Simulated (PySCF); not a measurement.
## ²⁹Si chemical shifts

Theory: geometry: GFN2-xTB, σ from GIAO-PBE0/pcSseg-1, in PySCF 2.14 (gas phase, equivalent nuclei averaged, non-relativistic, a single conformation).

Shieldings were converted by a linear fit to measured shifts: ²⁹Si: δ = 279.94 − 0.822σ (rms 8.9 ppm, 72 shifts, 25.8 ppm with the 6 outliers that the fit left out vs TMS, solution or neat liquid). Occasional misses reach two or three times the rms, and more in compound classes unlike the fitted ones.

**Question.** Give the ²⁹Si shifts of `C#CCNC[SiH2]C#N`, `NCC#C[Si@@H](C#C[SiH3])O[SiH3]`, `C=C(C)O[Si@@H]1[SiH2]C[Si@@H]1C#N`, `C=CC1=C[SiH2]C=C1C=C`, `[SiH3]Nc1cccnc1`, `C=C1CCCS[Si@@H]1[SiH3]`, `N#C[Si@@H]1[C@@H](C=O)C[Si@H]1C[SiH3]`.

**Answer.** 
| compound | environment | δ (ppm) |
| --- | --- | --- |
| C#CCNC[SiH2]C#N | silicon bonded to 2 C, 2 H | -66.1 |
| [NH2:1][CH2:2][C:3]#[C:4][Si@@H:5]([C:6]#[C:7][SiH3:8])[O:9][SiH3:10] | Si10: silicon bonded to O, 3 H | -44.1 |
| [NH2:1][CH2:2][C:3]#[C:4][Si@@H:5]([C:6]#[C:7][SiH3:8])[O:9][SiH3:10] | Si5: silicon bonded to 2 C, O, H | -66.4 |
| [NH2:1][CH2:2][C:3]#[C:4][Si@@H:5]([C:6]#[C:7][SiH3:8])[O:9][SiH3:10] | Si8: silicon bonded to C, 3 H | -88.6 |
| [CH2:1]=[C:2]([CH3:3])[O:4][Si@@H:5]1[SiH2:6][CH2:7][Si@@H:8]1[C:9]#[N:10] | Si5: silicon bonded to O, 2 Si, H, in a 4-membered ring | 0.8 |
| [CH2:1]=[C:2]([CH3:3])[O:4][Si@@H:5]1[SiH2:6][CH2:7][Si@@H:8]1[C:9]#[N:10] | Si6: silicon bonded to C, Si, 2 H, in a 4-membered ring | -43.5 |
| [CH2:1]=[C:2]([CH3:3])[O:4][Si@@H:5]1[SiH2:6][CH2:7][Si@@H:8]1[C:9]#[N:10] | Si8: silicon bonded to 2 C, Si, H, in a 4-membered ring | -44.2 |
| C=CC1=C[SiH2]C=C1C=C | silicon bonded to 2 C, 2 H, in a 5-membered ring | -46.2 |
| [SiH3]Nc1cccnc1 | silicon bonded to N, 3 H | -59.6 |
| [CH2:1]=[C:2]1[CH2:3][CH2:4][CH2:5][S:6][Si@@H:7]1[SiH3:8] | Si7: silicon bonded to C, S, Si, H, in a 6-membered ring | -30.7 |
| [CH2:1]=[C:2]1[CH2:3][CH2:4][CH2:5][S:6][Si@@H:7]1[SiH3:8] | Si8: silicon bonded to Si, 3 H | -105.4 |
| [N:1]#[C:2][Si@@H:3]1[C@@H:4]([CH:5]=[O:6])[CH2:7][Si@H:8]1[CH2:9][SiH3:10] | Si8: silicon bonded to 2 C, Si, H, in a 4-membered ring | -7.4 |
| [N:1]#[C:2][Si@@H:3]1[C@@H:4]([CH:5]=[O:6])[CH2:7][Si@H:8]1[CH2:9][SiH3:10] | Si3: silicon bonded to 2 C, Si, H, in a 4-membered ring | -54.2 |
| [N:1]#[C:2][Si@@H:3]1[C@@H:4]([CH:5]=[O:6])[CH2:7][Si@H:8]1[CH2:9][SiH3:10] | Si10: silicon bonded to C, 3 H | -68.4 |
